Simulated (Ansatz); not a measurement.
`C[AsH]N[SiH3]` + CH₄ → `C[AsH]C` + `N[SiH3]`  (formal exchange of groups at the As–N bond)

Calculated with Ansatz (gas phase, PBE0-D4/def2-TZVP geometries, no zero-point term in ΔE). CCSD(T)/CBS is the MP2 limit (def2-TZVPP, def2-QZVPP) plus CCSD(T) − MP2 in def2-TZVPP, frozen cores. This one scheme is used for every species. Functionals use def2-TZVPP. For As outer-core shells are correlated without core-valence functions, which leaves a few kJ/mol of doubt a bond. Scalar relativity is left out up to krypton. Each species was taken in one conformer, which may not be the lowest.

`C[AsH]N[SiH3]`:

```xyz
12

C     0.135   -1.111    1.651
As   -0.788    0.577    1.268
N    -1.000    0.381   -0.565
Si    0.263    0.576   -1.719
H     0.564   -1.058    2.654
H    -0.599   -1.917    1.622
H     0.924   -1.310    0.927
H     0.499    1.409    1.219
H    -1.941    0.597   -0.855
H    -0.247    0.190   -3.062
H     0.791    1.969   -1.803
H     1.399   -0.303   -1.338
```

CH₄:

```xyz
5

C     0.000    0.000    0.000
H    -0.831    0.128   -0.693
H    -0.373   -0.390    0.946
H     0.483    0.962    0.169
H     0.721   -0.699   -0.422
```

`C[AsH]C`:

Cartesian coordinates in Å:
```
C 1.136 0.421 -0.872
As -0.781 -0.025 -0.868
C -1.022 -0.106 1.084
H 1.250 1.464 -0.571
H 1.529 0.312 -1.884
H 1.703 -0.215 -0.192
H -0.578 -1.527 -1.048
H -1.010 0.912 1.477
H -1.992 -0.550 1.309
H -0.236 -0.687 1.566
```

`N[SiH3]`:

Cartesian coordinates in Å:
```
N -1.036 0.254 -0.025
Si 0.618 -0.198 0.117
H -1.637 -0.249 -0.657
H -1.290 1.229 0.008
H 0.673 -1.669 0.316
H 1.487 0.125 -1.054
H 1.185 0.508 1.295
```

```csv
species,B2PLYP energy (Eh)
`C[AsH]N[SiH3]`,-2622.52483
CH₄,-40.48716
`C[AsH]C`,-2315.87270
`N[SiH3]`,-347.13338
```

Q: Work out ΔE.

A: ΔE = (-2315.87270) + (-347.13338) − (-2622.52483) − (-40.48716) = 0.00591 Eh = +15.5 kJ/mol. CCSD(T)/CBS gives +16.0 kJ/mol.

Q: What do rigid-rotor, harmonic-oscillator terms from PBE0-D4/def2-TZVP frequencies (298.15 K, 1 bar) make of the CCSD(T)/CBS value? (Best estimate.)

A: Computed: ΔZPE = +2.8 kJ/mol, ΔH = +17.0 kJ/mol, ΔS = 25 J/(mol·K), ΔG = +9.5 kJ/mol.

Largest T1 diagnostic among the species: 0.011.

At CCSD(T), def2-SVP lies +4.6 kJ/mol from the extrapolated value and def2-TZVPP +0.0 kJ/mol. Leaving LDA and LC-ωPBE aside and taking each functional with its dispersion term where it has one, the values, not all of them listed here, spread over 9.1 kJ/mol, from PBE-QIDH to BLYP-D4. LDA lies +3.3 kJ/mol from PBE without D4.
